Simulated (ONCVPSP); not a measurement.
**Au, ONCV: configuration errors across variants**

Au, optimised norm-conserving Vanderbilt (ONCV), made with ONCVPSP 4.0.1 (PBE, scalar-relativistic). Core [Xe], reference 4f14 5d10 6s0.5 (charge +0.5). Waves: 6s: rc 2.35 bohr, ncon 5, nbas 8, qcut 2.5 1/bohr, 3 projectors, debl 2.6 Ha; p scattering state at 0.02 Ha: rc 2.10 bohr, ncon 4, nbas 8, qcut 4.2 1/bohr, 2 projectors, debl 1 Ha; 5d: rc 1.80 bohr, ncon 4, nbas 9, qcut 8.3 1/bohr, 2 projectors, debl 1.2 Ha; 4f: rc 0.70 bohr, ncon 4, nbas 8, qcut 23.2 1/bohr, 1 projector. Local part: polynomial inside 0.60 bohr (lpopt 5, dvloc0 0 Ha). Core correction: Teter function, fcfact 4.75, rcfact 1.25.

All-electron excitation energies from the reference (eV): (1) 4f14 5d10 6s1 -3.773; (2) 4f14 5d10 6s0 5.636; (3) 4f14 5d9 6s0 26.845; (4) 4f14 5d10 6s0 6p1 1.476.

1 further variants failed, have other tests or too few solved ones, and are left out.

A true bound ghost makes a file unfit for plane-wave use even where its test errors are small: the radial tests pick states by their node count and pass the ghost by.

Errors AE − PS in meV (a dash: test not solved or not reliable):

```json
{"change": "base", "(1)": "+1.0", "(2)": "-1.9", "(3)": "+4.0", "(4)": "+0.1", "bound ghosts": "s, p", "GHOST(+) flags above zero": "s, p, d"}
{"change": "p: rc 2.86", "(1)": "+1.0", "(2)": "-1.9", "(3)": "+4.0", "(4)": "-0.3", "bound ghosts": "s, p", "GHOST(+) flags above zero": "s, d"}
{"change": "f: rc 0.96", "(1)": "+1.0", "(2)": "-1.9", "(3)": "+4.1", "(4)": "+0.1", "bound ghosts": "s, p", "GHOST(+) flags above zero": "s, p, d"}
```

(1) Give the same row for: d: qcut 7.1.

## Answers

(1) +1.2, -1.7, +4.5, +0.2; bound ghosts: s, p; GHOST(+) flags above zero: s, p, d.
